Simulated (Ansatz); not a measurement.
F2HIOSi, SMILES O[Si](F)(F)I.

Geometry optimised at PBE0-D3(BJ)/def2-SVP. This is a generated structure with no PubChem entry under its InChIKey; it may be hypothetical. The def2 effective core potentials stand for the cores of I; spin–orbit coupling is left out. The values are those of a single conformer.

Two levels are set side by side: PBE/def2-SVPD (Ansatz, a first-principles code) and PBE0/def2-SVPD (Ansatz). Energy differences of separate SCF runs at the same geometry; the states with an electron removed or added have multiplicity 2 and 2. Differences are taken from unrounded values.

| quantity | PBE0 |
|---|---|
| vertical ionisation energy (eV) | 10.72 |
| vertical singlet–triplet gap (eV) | 5.71 |

**Question.** What does PBE give, and how far is it from PBE0? (The exact figures need the calculation; the answer reports its results.)

**Answer.** 
```json
[
 {"quantity": "vertical ionisation energy (eV)", "PBE": "10.49", "PBE minus PBE0": "-0.23"},
 {"quantity": "vertical singlet–triplet gap (eV)", "PBE": "5.51", "PBE minus PBE0": "-0.20"}
]
```
